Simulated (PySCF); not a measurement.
C4H10B, SMILES CC[B]CC, multiplicity 2. Atoms are numbered in the order given.

```xyz
15

C      2.5721    -0.0785     0.0035
C      1.0843     0.0290    -0.3347
B      0.0353    -0.0517     0.8089
C     -1.5179     0.0092     0.7132
C     -2.1455     0.0530    -0.6875
H      2.8752     0.7109     0.7090
H      2.7988    -1.0429     0.4848
H      3.2091     0.0073    -0.8917
H      0.8684     0.9854    -0.8615
H      0.7914    -0.7373    -1.0857
H     -1.8226     0.8972     1.3058
H     -1.9336    -0.8294     1.3062
H     -1.8925    -0.8491    -1.2678
H     -1.7838     0.9202    -1.2634
H     -3.2451     0.1197    -0.6476
```
Charge 0, spin multiplicity 2.

Geometry optimised at r2SCAN-D4/def2-SVP. The isomer is the one that the SMILES or the coordinates give; other isomers of the formula were not compared. One conformer was computed; it need not be the lowest.

Method: M06-2X/def2-TZVP (PySCF).

The molecule is in vacuum.

```json
{
  "total_energy": "-183.18642 hartree",
  "α spin, highest occupied and lowest empty level": "-5.90 and -0.06 eV",
  "β spin, highest occupied and lowest empty level": "-9.74 and -1.83 eV",
  "dipole_moment": "1.04 D",
  "quadrupole, principal values (traceless, Buckingham form, about the centre of nuclear charge)": "-4.16, 1.50, 2.66 D·Å",
  "mean_static_polarisability": "67.4 bohr³ (9.99 Å³)",
  "polarisability_principal_values": "57.9, 65.6, 78.7 bohr³",
  "⟨S²⟩": "0.753 (pure state 0.75)"
}
```
